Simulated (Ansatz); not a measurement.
```xyz
2

B     0.0000    0.0000    0.6627
O     0.0000    0.0000   -0.6627
```

Basis set: STO-3G (spherical functions). Left uncorrelated: 2 orbitals. Correlation on ROHF uses semicanonical orbitals with singles. Charge 0, multiplicity 2.

Computed with Ansatz (development build ahead of 0.2.0); the reference of a correlated method needn't be the lowest determinant of its kind.

**Question.** Give the atomization energy at this shape (free ground-state atoms in the same class of orbitals less the molecule, no zero-point energy) of doublet BO by ROHF-CCSD(T), UHF-CCSD(T).

**Answer.**

```json
{"method": "ROHF-CCSD(T)", "atomization energy": "765.6 kJ/mol"}
{"method": "UHF-CCSD(T)", "atomization energy": "751.9 kJ/mol"}
```

Caution: the reference determinant was not shown to be the lowest; the shape is not the minimum. Caution for ROHF-CCSD(T): large share of triples, a single reference is doubtful. Caution for UHF-CCSD(T): another reference gives a lower total; the unrestricted determinant is spin contaminated.

This basis has no polarisation functions and is too small for such energies, which can lie far from measured ones in either direction.
